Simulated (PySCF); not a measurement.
**Worked example: chemical shift, span and skew from a shielding tensor**

C2H4BF2N, SMILES C=C(F)B(N)F. Atoms are numbered in the order given.

```xyz
10

C      1.7929    -0.4484     0.5847
C      0.7701     0.2429     0.0770
F      0.9914     1.4740    -0.4085
B     -0.7208    -0.2521    -0.0593
N     -1.2425    -1.2778     0.7274
F     -1.5018     0.3323    -0.9730
H      2.8025    -0.0307     0.6151
H      1.6379    -1.4597     0.9634
H     -0.7344    -1.7140     1.4829
H     -2.1887    -1.6145     0.6058
```

Geometry: PBE0-D3(BJ)/def2-SVP. This is a generated structure with no PubChem entry under its InChIKey; it may be hypothetical. The values are those of a single conformer.

GIAO shieldings from PBE/pcSseg-1 (PySCF), non-relativistic, no solvent. The symmetric part of the tensor of F3 has the principal values 118.1, 221.6, 405.3 ppm. The same nucleus in CFCl3 has σ = 133.6 ppm at this level (PySCF, at its B3LYP-D3(BJ)/def2-TZVP geometry).

Question: Work out the isotropic shielding, the ¹⁹F shift against CFCl3, the span and the skew.

Answer: 
σ(iso) = (σ11 + σ22 + σ33)/3 = 248.3 ppm. δ = σ(ref) − σ(iso) = 133.6 − (248.3) = -114.7 ppm.
Span Ω = σ33 − σ11 = 287.2 ppm. Skew κ = 3(σ(iso) − σ22)/Ω = 0.28. Tumbling in solution averages the tensor to δ; in a static solid the shielding alone would spread this spin-1/2 line over Ω.
